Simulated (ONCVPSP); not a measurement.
Varying the ONCV potential for boron (B)

Base potential:

```json
{
  "Element": "boron",
  "Generator": "ONCVPSP 4.0.1",
  "Type": "optimised norm-conserving Vanderbilt (ONCV)",
  "Functional": "LDA (Perdew-Zunger)",
  "Relativity": "non-relativistic",
  "Frozen core": "[He]",
  "Valence charge": "3",
  "Reference configuration": "2s1 2p2",
  "Partial waves": "2s: rc 1.30 bohr, ncon 4, nbas 7, qcut 4 1/bohr, 1 projector; 2p: rc 2.00 bohr, ncon 3, nbas 7, qcut 4.4 1/bohr, 1 projector",
  "Local potential": "polynomial inside 1.15 bohr (lpopt 5, dvloc0 6 Ha)",
  "Core correction": "Teter function, fcfact 4.75, rcfact 1.15"
}
```

Cutoffs, loose and tight: the cutoffs (Ha) at which the residual kinetic energy of the hardest occupied pseudo-wave falls to 1 and 0.1 mHa per electron. They do not see the model core or the augmentation charge, which bear on the density cutoff. Test errors are all-electron minus pseudo excitation energies from the reference, over the configurations 2s2 2p1; 2s2 2p0; 2s1 2p0; 2s1 2p1. A dash means not determined; rows that change the core or the reference have their own tests.

A true bound ghost makes a file unfit for plane-wave use even where its test errors are small: the radial tests pick states by their node count and pass the ghost by.

| change | outcome | cutoff, loose | cutoff, tight | bound ghosts | GHOST(+) flags above zero | largest test error (meV) |
| --- | --- | --- | --- | --- | --- | --- |
| base | generated | 23 Ha | 61 Ha | none | none | +252 |
| core correction Teter function fitted to the true core (icmod 2), fcfact 0.7 | generated | 23 Ha | 61 Ha | none | none | +229 |
| core correction Teter function, fcfact 4.75, rcfact 0.98 | generated | 23 Ha | 61 Ha | none | none | +266 |
| local potential polynomial inside 1.05 bohr (lpopt 5, dvloc0 3 Ha) | generated | 23 Ha | 61 Ha | none | none | +253 |
| p: ncon 4, nbas 8 | generated | 23 Ha | 61 Ha | none | none | +221 |

Question: What comes out with this change to the base: s: rc 1.82?

Answer: outcome: generated; cutoff, loose: 8.7 Ha; cutoff, tight: 29 Ha; bound ghosts: none; GHOST(+) flags above zero: s; largest test error (meV): +294.

Question: What comes out with this change to the base: s: qcut 5.3; p: qcut 5.9?

Answer: outcome: generated; cutoff, loose: 12 Ha; cutoff, tight: 26 Ha; bound ghosts: none; GHOST(+) flags above zero: none; largest test error (meV): +161.

Question: What comes out with this change to the base: s: nproj 3?

Answer: outcome: generated; cutoff, loose: 23 Ha; cutoff, tight: 61 Ha; bound ghosts: s; GHOST(+) flags above zero: s; largest test error (meV): +245.
